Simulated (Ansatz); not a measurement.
Cost and result for the atomization energy of `CN[SiH](F)OC` (14 atoms, 13 bonds).

```xyz
14

C     1.828    0.440   -0.409
N     0.524    1.063   -0.472
Si   -0.697    0.903    0.694
F    -1.951    1.663    0.060
O    -1.014   -0.659    1.010
C    -1.255   -1.657    0.041
H     1.820   -0.354    0.342
H     2.099   -0.023   -1.363
H     2.623    1.142   -0.132
H     0.434    1.784   -1.168
H    -0.447    1.491    2.023
H    -2.323   -1.712   -0.190
H    -0.936   -2.618    0.448
H    -0.705   -1.464   -0.885
```

The species carries charge 0 and has multiplicity 1. The structure was optimised at the PBE0-D4/def2-TZVP level. It is one conformer, not always the lowest. Program: Ansatz. All runs use 2 threads of an AMD EPYC 7R13 on a shared host and a share of an NVIDIA H100 80 GB. Times are those of one run each, without the atoms' runs, and a repeat can differ threefold. Electronic energies, without spin–orbit coupling; frozen cores. CCSD(T)/CBS adds CCSD(T) − MP2 in def2-TZVPP to the MP2 limit, and its time is that of the two runs behind it. T1 = 0.011. B3LYP takes the VWN-RPA correlation (the form of Gaussian; ORCA's B3LYP/G).

CCSD(T)/CBS is a level of theory with its own doubt, some kJ/mol a heavy atom from the limit and from the frozen cores, so smaller differences don't rank the functionals.

```csv
level,functions,wall time,atomization (kcal/mol),difference from CCSD(T)/CBS,per bond
PBE0-D4/def2-TZVPP,309,2.1 s,1288.9,-7.5,-0.6
PBE-D4/def2-TZVPP (with forces),309,2.5 s,1311.8,15.4,1.2
B2PLYP/def2-TZVPP,309,2.5 s,1281.2,-15.2,-1.2
B3LYP-D4/def2-TZVPP (with forces),309,2.7 s,1294.0,-2.4,-0.2
r2SCAN-D4/def2-TZVPP (with forces),309,2.8 s,1292.2,-4.2,-0.3
ωB97X-V/def2-TZVPP,309,2.9 s,1297.8,1.4,0.1
ωB97M-V/def2-TZVPP (with forces),309,3.6 s,1297.9,1.5,0.1
MP2/def2-QZVPP,595,3.7 s,1303.7,7.3,0.6
CCSD(T)/def2-TZVPP,309,4.6 s,1260.6,-35.8,-2.8
CCSD(T)/CBS(def2),–,8.3 s,1296.4,0.0,0.0
```

The D4 term adds +10.7 kcal/mol with B3LYP and +5.7 kcal/mol with PBE0; it sums over pairs of atoms, weighted by their polarisabilities, and B3LYP, whose exchange is more repulsive, gets the larger term. In def2-TZVPP, CCSD(T) changes the Hartree–Fock value by +318.7 kcal/mol (the triples alone add +16.9 kcal/mol) and MP2 by +340.3 kcal/mol; breaking electron pairs costs correlation energy, which Hartree–Fock lacks. From PBE to PBE0 (25 % exact exchange), in def2-TZVPP and without D4, the atomization energy moves by −21.9 kcal/mol: exact exchange takes away binding that semilocal exchange gives to molecules.
